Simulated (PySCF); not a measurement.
**O²⁺: ionisation energy**

O²⁺ [He] 2s2 2p2 (3P) → O³⁺ [He] 2s2 2p1 (2P), as a difference of total energies. All numbers are calculated (PySCF 2.14, the spin-free X2C one-electron Hamiltonian (Gaussian nucleus), in ANO-RCC-VTZP (4s3p2d1f, 30 functions)). Correlated levels: valence: 1s2 frozen; valence and next inner shell: nothing frozen. The calculations carry no spin-orbit coupling.

```json
{"method": "UHF", "ionisation energy (eV)": "54.596"}
{"method": "LDA", "ionisation energy (eV)": "55.424"}
{"method": "PBE", "ionisation energy (eV)": "55.278"}
{"method": "PBE0", "ionisation energy (eV)": "55.309"}
{"method": "r2SCAN", "ionisation energy (eV)": "55.608"}
{"method": "LC-wPBE", "ionisation energy (eV)": "55.475"}
{"method": "M06-2X", "ionisation energy (eV)": "55.103"}
{"method": "revPBE", "ionisation energy (eV)": "55.208"}
{"method": "PBEsol", "ionisation energy (eV)": "55.170"}
{"method": "MP2 (valence)", "ionisation energy (eV)": "54.943"}
{"method": "SCS-MP2 (valence)", "ionisation energy (eV)": "54.808"}
{"method": "MP2 (valence and next inner shell)", "ionisation energy (eV)": "54.956"}
{"method": "SCS-MP2 (valence and next inner shell)", "ionisation energy (eV)": "54.817"}
```

**Question.** How much does correlation contribute at MP2 (valence and next inner shell)?

**Answer.** 54.956 − (54.596) = 0.360 eV, measured against UHF.

Errors of the correlated levels include the incompleteness of this basis and the frozen core.

For comparison: 54.936 eV (semi-empirical (NIST evaluation); NIST Atomic Spectra Database, ionization energies).
